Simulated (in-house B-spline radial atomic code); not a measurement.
Relativistic effects in Ti⁷⁺, [Ne] 3s2 3p3: non-relativistic Hartree-Fock (point nucleus) against Dirac-Hartree-Fock (Fermi nucleus of rms radius 3.5921 fm), both averages of the configuration, computed with a radial B-spline atomic code at the basis-set limit.

```csv
orbital,ε NR (Eh),ε Dirac (Eh),<r> NR (bohr),<r> Dirac (bohr),change of <r> (%)
1s1/2,-188.52,?,0.0701,?,?
2s1/2,-26.508,-26.745,0.3235,0.3208,-0.9
2p1/2,-22.88,?,0.2885,?,?
2p3/2,-22.88,-22.84,0.2885,0.2884,0.0
3s1/2,-7.0482,-7.0909,0.9247,0.9193,-0.6
3p1/2,-6.092,-6.1212,0.946,0.9409,-0.5
3p3/2,-6.092,-6.0885,0.946,0.9457,0.0
```

Problem. What happens to 1s1/2?

Solution. Its energy goes to -189.72 hartree and <r> to 0.06952 bohr (-0.84 %).

Problem. What happens to 2p1/2?

Solution. Its energy goes to -23.058 hartree and <r> to 0.2858 bohr (-0.94 %).

Problem. What explains the pattern of contraction and expansion?

Solution. The s and p1/2 orbitals contract directly, as their density near the nucleus moves at relativistic speed. Nothing expands appreciably in this ion.

Problem. By how much does the total energy change?

Solution. By -4.4466 hartree, from -831.974 to -836.420.
